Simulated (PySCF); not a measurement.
**Dipole moment and polarisability of `Cl[CH](Cl)[GeH2][NH][GeH3]`**

Species: CH₇Cl₂Ge₂N.
Atom-mapped SMILES: `[Cl:1][CH:2]([Cl:3])[GeH2:4][NH:5][GeH3:6]` (hydrogens: H7 on C2; H8, H9 on Ge4; H10 on N5; H11, H12, H13 on Ge6)

Cartesian coordinates in Å at the PBE0-D3(BJ)/def2-SVP level; atoms count from 1:
```xyz
13
CH7Cl2Ge2N angstrom
Cl     2.174    1.549   -1.068
C      1.883    0.639    0.436
Cl     0.925    1.591    1.602
Ge     0.879   -1.021   -0.011
N     -0.676   -0.587   -0.847
Ge    -2.146    0.190   -0.051
H      2.862    0.463    0.899
H      1.758   -1.849   -0.964
H      0.560   -1.741    1.309
H     -0.559   -0.361   -1.831
H     -2.152   -0.300    1.405
H     -3.404   -0.301   -0.796
H     -2.106    1.731   -0.099
```

Level: wB97X-D/def2-SVPD (PySCF), static field, nuclei fixed, core orbitals frozen in the response. The polarisability tensor in these axes (au):

```
x   113.17   0.81  -4.30
y     0.81 103.77   1.78
z    -4.30   1.78 102.63
```

Give the principal values, the mean and the anisotropy Δα = √{½[(α1 − α2)² + (α2 − α3)² + (α1 − α3)²]}.

Principal values 100.07, 104.80 and 114.71 au; mean 106.53 au = 15.79 Å³ = 17.56 × 10⁻⁴⁰ C²·m²/J; Δα = 12.94 au (12 % of the mean).

What is the dipole moment, and where does it point?

(0.39, -1.29, -0.18) D, 1.36 D in size, pointing from the negative to the positive side. Measured along this direction, the outermost atoms are H13 at the negative end and H8 at the positive end.

Give the eigenvalues of the traceless quadrupole moment Θ = ½Σq(3rr − r²1), origin at the centre of nuclear charge.

-7.36, 0.06, 7.30 D·Å. The values depend on the origin, since the dipole doesn't vanish. The electronic extent ⟨r²⟩ about the same centre is 2056 bohr², a root-mean-square distance of 2.21 Å for the 118 electrons.

Refractivity n − 1 of an ideal gas of it at 500 K and 1 atm, from the electronic α?

N = p/kT = 1.4678 × 10¹⁹ cm⁻³, so n − 1 = 2π × N × 15.79 × 10⁻²⁴ cm³ = 1456 × 10⁻⁶ at long wavelengths, for an ideal gas.

Find the Langevin capture rate constant for NH4+ (18.034 u) meeting this molecule (250.838 u), k = 2.342 × 10⁻⁹ cm³/s × √(α in Å³ / reduced mass in u).

The reduced mass is 16.82 u, so k = 2.27 × 10⁻⁹ cm³/s. The formula leaves out the permanent dipole, which adds to the capture rate.

Give the principal axes and the span of the nuclei along them.

Largest value along (0.94, 0.02, -0.33), where the nuclei span 5.38 Å; middle along (0.14, 0.88, 0.44), 4.06 Å; least along (0.30, -0.47, 0.83), 3.62 Å. The response follows the extents in order.

The structure is a single PBE0-D3(BJ)/def2-SVP conformer in the gas phase; no vibrational or solvent corrections. The calculation is non-relativistic, for germanium too.

The run behind these numbers computed excited states and ΔSCF ions as well. Time: 3.0 min wall. Hardware: one thread of an Arm Neoverse V1 (shared host).
